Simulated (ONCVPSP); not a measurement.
**What the settings do to the ONCV potential of Si**

Base potential:

- Element: silicon (Si)
- Generator: ONCVPSP 4.0.1
- Type: optimised norm-conserving Vanderbilt (ONCV)
- Functional: PBE
- Relativity: scalar-relativistic
- Frozen core: [Ne]
- Valence charge: 4
- Reference configuration: 3s1.75 3p2.25
- Partial waves: 3s: rc 1.50 bohr, ncon 4, nbas 7, qcut 5 1/bohr, 3 projectors, debl 2.8 Ha; 3p: rc 1.75 bohr, ncon 4, nbas 7, qcut 3.8 1/bohr, 2 projectors, debl 1 Ha; d scattering state at 0.08 Ha: rc 1.50 bohr, ncon 4, nbas 8, qcut 5.8 1/bohr, local
- Local potential: the d channel
- Core correction: Teter function fitted to the true core (icmod 2), fcfact 0.55

Cutoffs, loose and tight: the cutoffs (Ha) at which the residual kinetic energy of the hardest occupied pseudo-wave falls to 1 and 0.1 mHa per electron. They do not see the model core or the augmentation charge, which bear on the density cutoff. Test errors are all-electron minus pseudo excitation energies from the reference, over the configurations 3s2 3p2; 3s2 3p1; 3s2 3p0; 3s0 3p4. A dash means not determined; rows that change the core or the reference have their own tests.

For the base: The cutoffs count occupied waves only; projector 2 of the s channel, the hardest unoccupied one, needs 66 Ha at the loose tolerance.

A true bound ghost makes a file unfit for plane-wave use even where its test errors are small: the radial tests pick states by their node count and pass the ghost by.

```tsv
change	outcome	cutoff, loose	cutoff, tight	bound ghosts	GHOST(+) flags above zero	largest test error (meV)
base	generated	7.7 Ha	28 Ha	s	s	+11
s: qcut 3.1	generated	14 Ha	35 Ha	s	s	+11
core correction Teter function fitted to the true core (icmod 2), fcfact 0.78	generated	7.7 Ha	28 Ha	s	s	+9.4
p: rc 1.58	generated	7.7 Ha	41 Ha	s	s, p	+10
s: qcut 3.9	generated	7.5 Ha	19 Ha	s	s	+11
```

(1) What comes out with this change to the base: functional LDA (Perdew-Wang 92)?

(2) What comes out with this change to the base: s: qcut 5.5; p: qcut 4.2; d: qcut 6.4?

## Answers

(1) outcome: generated; cutoff, loose: 8.0 Ha; cutoff, tight: 29 Ha; bound ghosts: s; GHOST(+) flags above zero: s; largest test error (meV): +14.

(2) outcome: generated; cutoff, loose: 7.6 Ha; cutoff, tight: 25 Ha; bound ghosts: s; GHOST(+) flags above zero: none; largest test error (meV): +11.
